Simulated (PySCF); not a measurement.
PySCF input for C₂H₆BNO₂, SMILES NB(OC=C)O, TDDFT-PBE/def2-SVPD. Coordinates come from a PBE-D3(BJ)/def2-SVP optimisation. The structure was generated by enumeration, and PubChem lists no compound with its InChIKey, so it may never have been made. Other conformers were not sampled.

```python
import numpy as np
from pyscf import gto, scf, dft, tdscf

mol = gto.M(
    atom='''
    C     1.23436779    0.58318950   -1.74185457
    C     1.54364143    0.28279028   -0.46347787
    O     0.70523222    0.21109663    0.59613702
    B    -0.63767199   -0.18135783    0.58600669
    N    -1.19453710   -0.91746143   -0.49225411
    O    -1.32391241    0.18941440    1.72077287
    H     0.20759516    0.81324876   -2.06207514
    H     2.03950195    0.63511697   -2.48753102
    H     2.59170734    0.09809995   -0.16496108
    H    -2.14052111   -1.29180622   -0.50481300
    H    -0.62340438   -1.20368204   -1.28725679
    H    -2.24337306   -0.12192508    1.71909806
    ''',
    basis='def2-SVPD',
    charge=0,
    spin=0,
    max_memory=1600,
    verbose=4,
)
mf = dft.RKS(mol, xc='pbe').density_fit(auxbasis='def2-universal-jkfit')
mf.grids.level = 3
mf.conv_tol = 1e-9
mf.max_cycle = 100
mf.kernel()
mf.grids = dft.Grids(mol).set(level=1).build(with_non0tab=True)  # coarser grid for the response kernel
td = tdscf.TDDFT(mf)
td.singlet = True
td.nstates = 10
td.conv_tol = 1e-4
td.positive_eig_threshold = 1e-6
td.kernel(x0=td.get_init_guess(mf, 15))
td.analyze()
tt = tdscf.TDA(mf)
tt.singlet = False
tt.nstates = 4
tt.conv_tol = 1e-4
tt.positive_eig_threshold = 1e-6
tt.kernel(x0=tt.get_init_guess(mf, 9))
tt.analyze(verbose=3)
```

It prints:

```
PySCF version 2.14.0

[INPUT] verbose = 4
[INPUT] num. atoms = 12
[INPUT] num. electrons = 46
[INPUT] charge = 0
[INPUT] spin (= nelec alpha-beta = 2S) = 0
[INPUT] symmetry False subgroup None
[INPUT] Mole.unit = angstrom
[INPUT] Symbol           X                Y                Z      unit          X                Y                Z       unit  Magmom
[INPUT]  1 C      1.234367790000   0.583189500000  -1.741854570000 AA    2.332617060085   1.102068433722  -3.291628086122 Bohr   0.0
[INPUT]  2 C      1.543641430000   0.282790280000  -0.463477870000 AA    2.917059537232   0.534396179889  -0.875846239097 Bohr   0.0
[INPUT]  3 O      0.705232220000   0.211096630000   0.596137020000 AA    1.332695750019   0.398914816519   1.126535700514 Bohr   0.0
[INPUT]  4 B     -0.637671990000  -0.181357830000   0.586006690000 AA   -1.205025418406  -0.342716629245   1.107392151263 Bohr   0.0
[INPUT]  5 N     -1.194537100000  -0.917461430000  -0.492254110000 AA   -2.257347964632  -1.733750832552  -0.930225451592 Bohr   0.0
[INPUT]  6 O     -1.323912410000   0.189414400000   1.720772870000 AA   -2.501831867813   0.357941340049   3.251789446882 Bohr   0.0
[INPUT]  7 H      0.207595160000   0.813248760000  -2.062075140000 AA    0.392297997185   1.536817427542  -3.896757262874 Bohr   0.0
[INPUT]  8 H      2.039501950000   0.635116970000  -2.487531020000 AA    3.854100116016   1.200197130364  -4.700752354160 Bohr   0.0
[INPUT]  9 H      2.591707340000   0.098099950000  -0.164961080000 AA    4.897617067625   0.185382038334  -0.311731262412 Bohr   0.0
[INPUT] 10 H     -2.140521110000  -1.291806220000  -0.504813000000 AA   -4.044998661750  -2.441159961810  -0.953958314120 Bohr   0.0
[INPUT] 11 H     -0.623404380000  -1.203682040000  -1.287256790000 AA   -1.178063543054  -2.274629396658  -2.432562785087 Bohr   0.0
[INPUT] 12 H     -2.243373060000  -0.121925080000   1.719098060000 AA   -4.239360678627  -0.230405008916   3.248624514671 Bohr   0.0

nuclear repulsion = 222.482955038484
number of shells = 74
number of NR pGTOs = 246
number of NR cGTOs = 174
basis = def2-SVPD
ecp = {}


[settings echo left out]
init E= -309.889686028318
  HOMO = -0.294994773060387  LUMO = -0.0886958393054322  gap/eV = 5.61368
cycle= 1 E= -309.223212369604  delta_E= 0.666  |g|= 0.978  |ddm|= 5.24
  HOMO = -0.0908656900060949  LUMO = -0.0060228874927839  gap/eV = 2.30869
cycle= 2 E= -308.583970071439  delta_E= 0.639  |g|= 2.01  |ddm|= 3.15
  HOMO = -0.195450021307948  LUMO = -0.0301655138735333  gap/eV = 4.49762
cycle= 3 E= -309.397010876572  delta_E= -0.813  |g|= 0.297  |ddm|= 2.18
  HOMO = -0.215004090324389  LUMO = -0.0299782050629061  gap/eV = 5.03481
cycle= 4 E= -309.414142833613  delta_E= -0.0171  |g|= 0.136  |ddm|= 0.464
  HOMO = -0.215529231428829  LUMO = -0.0325163746330994  gap/eV = 4.98003
cycle= 5 E= -309.417609575854  delta_E= -0.00347  |g|= 0.0701  |ddm|= 0.203
  HOMO = -0.210892523711114  LUMO = -0.0284541414429427  gap/eV = 4.96440
cycle= 6 E= -309.418830957244  delta_E= -0.00122  |g|= 0.0151  |ddm|= 0.0972
  HOMO = -0.21040835247186  LUMO = -0.0282120703460222  gap/eV = 4.95781
cycle= 7 E= -309.41887864619  delta_E= -4.77e-05  |g|= 0.00536  |ddm|= 0.0235
  HOMO = -0.210759767092211  LUMO = -0.0284310146879734  gap/eV = 4.96142
cycle= 8 E= -309.418885413666  delta_E= -6.77e-06  |g|= 0.000929  |ddm|= 0.0072
  HOMO = -0.210768274854583  LUMO = -0.0284204857650426  gap/eV = 4.96194
cycle= 9 E= -309.418885587728  delta_E= -1.74e-07  |g|= 0.000365  |ddm|= 0.00167
  HOMO = -0.210758499077309  LUMO = -0.0284238028736787  gap/eV = 4.96158
cycle= 10 E= -309.418885610341  delta_E= -2.26e-08  |g|= 0.000138  |ddm|= 0.00045
  HOMO = -0.210769908352453  LUMO = -0.0284270648462546  gap/eV = 4.96180
cycle= 11 E= -309.418885614231  delta_E= -3.89e-09  |g|= 5.9e-05  |ddm|= 0.000305
  HOMO = -0.210766800866322  LUMO = -0.0284264922460831  gap/eV = 4.96173
cycle= 12 E= -309.418885615172  delta_E= -9.41e-10  |g|= 8.8e-06  |ddm|= 0.000127
  HOMO = -0.210765760994196  LUMO = -0.0284257569538817  gap/eV = 4.96172
Extra cycle  E= -309.418885615153  delta_E= 1.91e-11  |g|= 1.25e-05  |ddm|= 3.17e-05
converged SCF energy = -309.418885615153
tot grids = 45856
Overwritten attributes  positive_eig_threshold  of <class 'pyscf.tdscf.rks.CasidaTDDFT'>


******** <class 'pyscf.tdscf.rks.CasidaTDDFT'> for <class 'pyscf.df.df_jk.DFRKS'> ********
nstates = 10 singlet
deg_eia_thresh = 1.000e-03
wfnsym = None
conv_tol = 0.0001
eigh lindep = 1e-12
eigh level_shift = 0
eigh max_cycle = 100


Excitation energies (eV)
[5.00923036 5.72005227 5.92194479 6.23083674 6.32827861 6.62719795
 6.86385185 6.94965652 6.98576758 7.1366215 ]

** Singlet excitation energies and oscillator strengths **
Excited State   1:      5.00923 eV    247.51 nm  f=0.0092
      23 -> 24       -0.49583
      23 -> 25        0.50350
Excited State   2:      5.72005 eV    216.75 nm  f=0.0329
      22 -> 24       -0.40530
      22 -> 25       -0.28164
      23 -> 24        0.34155
      23 -> 25        0.34581
Excited State   3:      5.92194 eV    209.36 nm  f=0.0056
      22 -> 24        0.43856
      22 -> 25       -0.55165
Excited State   4:      6.23084 eV    198.98 nm  f=0.0586
      22 -> 24        0.22031
      22 -> 25        0.22165
      23 -> 24        0.15400
      23 -> 25        0.14249
      23 -> 26        0.57791
      23 -> 29        0.10653
Excited State   5:      6.32828 eV    195.92 nm  f=0.0992
      22 -> 24       -0.27358
      22 -> 25       -0.23379
      23 -> 24       -0.24222
      23 -> 25       -0.24208
      23 -> 26        0.39600
      23 -> 27        0.18382
      23 -> 29       -0.17318
Excited State   6:      6.62720 eV    187.08 nm  f=0.0231
      23 -> 27       -0.67602
Excited State   7:      6.86385 eV    180.63 nm  f=0.0043
      21 -> 24       -0.57075
      21 -> 25        0.41373
Excited State   8:      6.94966 eV    178.40 nm  f=0.0013
      21 -> 25       -0.11076
      23 -> 28        0.69090
Excited State   9:      6.98577 eV    177.48 nm  f=0.0037
      21 -> 24       -0.37238
      21 -> 25       -0.52760
      23 -> 28       -0.14062
      23 -> 29        0.20783
Excited State  10:      7.13662 eV    173.73 nm  f=0.0039
      22 -> 26        0.70420

** Transition electric dipole moments (AU) **
state          X           Y           Z        Dip. S.      Osc.
  1        -0.0888     -0.2504      0.0662      0.0749      0.0092
  2        -0.2184     -0.2044      0.3808      0.2344      0.0329
  3         0.0416     -0.1573      0.1089      0.0383      0.0056
  4        -0.1314      0.2667      0.5434      0.3837      0.0586
  5         0.1650      0.3946     -0.6760      0.6399      0.0992
  6         0.2071      0.1276     -0.2888      0.1426      0.0231
  7        -0.0438     -0.1542     -0.0125      0.0259      0.0043
  8         0.0474     -0.0735     -0.0103      0.0078      0.0013
  9         0.0895     -0.0092      0.1151      0.0213      0.0037
 10         0.0665     -0.0807      0.1070      0.0224      0.0039

** Transition velocity dipole moments (imaginary part, AU) **
state          X           Y           Z        Dip. S.      Osc.
  1        -0.0136     -0.0507      0.0123      0.0029      0.0105
  2        -0.0461     -0.0426      0.0780      0.0100      0.0318
  3         0.0117     -0.0405      0.0264      0.0025      0.0076
  4        -0.0294      0.0715      0.1248      0.0216      0.0628
  5         0.0389      0.1040     -0.1538      0.0360      0.1031
  6         0.0487      0.0293     -0.0707      0.0082      0.0225
  7        -0.0128     -0.0376     -0.0059      0.0016      0.0043
  8         0.0088     -0.0252     -0.0072      0.0008      0.0020
  9         0.0227     -0.0003      0.0309      0.0015      0.0038
 10         0.0183     -0.0204      0.0307      0.0017      0.0043

** Transition magnetic dipole moments (imaginary part, AU) **
state          X           Y           Z
  1         0.3857     -0.2358      0.0216
  2        -0.4086      0.7725      0.2183
  3         0.3092      0.1481     -0.2463
  4        -0.5361      0.6621     -0.1185
  5        -0.1568     -0.6252     -0.4251
  6         0.1975     -0.2274      0.0619
  7        -0.0510     -0.0033     -0.3181
  8         0.2569     -0.0960     -0.0630
  9         0.4699      0.2759     -0.2303
 10        -0.0964     -0.1162     -0.4000
Overwritten attributes  positive_eig_threshold  of <class 'pyscf.tdscf.rks.TDA'>


******** <class 'pyscf.tdscf.rks.TDA'> for <class 'pyscf.df.df_jk.DFRKS'> ********
nstates = 4 triplet
deg_eia_thresh = 1.000e-03
wfnsym = None
conv_tol = 0.0001
eigh lindep = 1e-12
eigh level_shift = 0
eigh max_cycle = 100


Excitation energies (eV)
[4.17954801 4.9583059  5.71550112 5.80037456]

** Triplet excitation energies and oscillator strengths **
Excited State   1:      4.17955 eV    296.64 nm  f=0.0000
Excited State   2:      4.95831 eV    250.05 nm  f=0.0000
Excited State   3:      5.71550 eV    216.93 nm  f=0.0000
Excited State   4:      5.80037 eV    213.75 nm  f=0.0000
```

The calculation finished and met its thresholds.
